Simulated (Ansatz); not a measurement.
Ideal-gas functions of FGaH₂S₂, SMILES `[F][Ga]([SH])[SH]` at 600 K and 1 bar, from an Ansatz frequency run at PBE0-D4/def2-TZVP.

Molar mass 154.87 g/mol, point group Cs (symmetry number 1), electronic degeneracy 1, moments of inertia 116.887, 253.868, 370.756 u Å². Harmonic wavenumbers (cm⁻¹, unscaled): 103, 150, 158, 219, 273, 378, 457, 677, 698, 731, 2707, 2710.

Use S(trans) = R[1.5 ln M + 2.5 ln T − 1.1517]; rotational temperatures θ = 24.2544 K / I; S(rot) = R[ln(√π/σ · √(T³/θAθBθC)) + 1.5]; for each mode x = 1.438777 ν̃/T, S = R[x/(eˣ − 1) − ln(1 − e⁻ˣ)] and H = RT x/(eˣ − 1); 1 cm⁻¹ = 0.0119627 kJ/mol; R = 8.31446 J/(mol·K).

Problem. By hand: the entropy, in J/(mol·K).

Solution. Translation 186.3. Rotation: θ = 0.2075, 0.0955, 0.0654 K, giving 124.7. Vibration, mode by mode: 19.96, 16.86, 16.43, 13.76, 11.98, 9.41, 7.96, 5.14, 4.94, 4.64, 0.09, 0.09, in all 111.3. Electronic 0.0. Sum 422.3 J/(mol·K).

Problem. By hand: H − E and G − E in kJ/mol, counted from the electronic energy.

Solution. Zero-point energy ½ × 9261 × 0.0119627 = 55.4; thermal vibration 31.6; translation, rotation and pV give 4 RT = 20.0. H − E = 107.0 kJ/mol, and G − E = 107.0 − 600 × 422.3/1000 = -146.4 kJ/mol.

Vibration gives 26 % of the entropy, 20.0 J/(mol·K) of it from the mode under 150 cm⁻¹: soft modes count most, and the harmonic formula is weakest for them. The sum counts one conformer and one mirror image; others add a mixing term.
